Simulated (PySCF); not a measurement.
A survey of ¹⁹F NMR shifts

Computed data (PySCF 2.14): geometry: GFN2-xTB, NMR shieldings at PBE0/pcSseg-1/GIAO. Relativity neglected, one computed conformer, rapidly exchanging positions averaged, gas phase.

Shieldings were converted by a linear fit to measured shifts: ¹⁹F: δ = 146.13 − 0.903σ +14.6 on sp3 carbon (rms 6.0 ppm, 223 shifts, 7.0 ppm with the 5 outliers that the fit left out vs CFCl3, solution or neat liquid). A few per cent of atoms miss by over 2 rms, more outside the fitted compound classes.

**Question.** Give the ¹⁹F shifts of `C=CC[C@@H]1[SiH2]SCS[C@@H]1F`.

**Answer.** 
```
                    compound                environment  δ (ppm)
C=CC[C@@H]1[SiH2]SCS[C@@H]1F  fluorine on an sp3 carbon   -175.2
```

**Question.** Order these by ¹⁹F shift, lowest first.
A. F[C@@H]1SCS[SiH2][C@@H]1C1CC1
B. CCN[SiH2][C@H](C)CF
C. FC(F)(F)/C=N/[SiH3]

**Answer.** B (-221.5 ppm, fluorine on an sp3 carbon), A (-170.4 ppm, fluorine on an sp3 carbon), C (-77.1 ppm, fluorine of a CF3 group).
